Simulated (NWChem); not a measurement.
# pyrazole (C3H4N2); SMILES c1cn[nH]c1

```xyz
9

C      0.0345     1.1985     0.0000
C      1.1238     0.2964     0.0000
N      0.7230    -0.9746     0.0000
N     -0.6244    -0.8906     0.0000
C     -1.0847     0.3882     0.0000
H      0.0604     2.2783     0.0000
H      2.1828     0.5197     0.0000
H     -1.1637    -1.7432     0.0000
H     -2.1415     0.6142     0.0000
```
Atoms are numbered in this order, from 1.

Coordinates come from a B3LYP/6-31G* (spherical d) optimisation.

Q: Give the principal values of the shielding tensors (ppm) of C1, C2, N3, N4, C5 from PBE/pcSseg-1, GIAO (NWChem), with their diamagnetic and paramagnetic parts as GIAO splits them.

A: 
```csv
atom,σ11,σ22,σ33,isotropic,diamagnetic,paramagnetic
C1,-4.6,63.8,157.7,72.3,251.4,-179.1
C2,-48.4,38.7,127.5,39.3,249.8,-210.6
N3,-312.8,-92.3,172.6,-77.5,321.5,-399.0
N4,-70.8,70.0,116.7,38.6,319.7,-281.1
C5,-23.3,44.2,140.9,53.9,249.5,-195.6
```
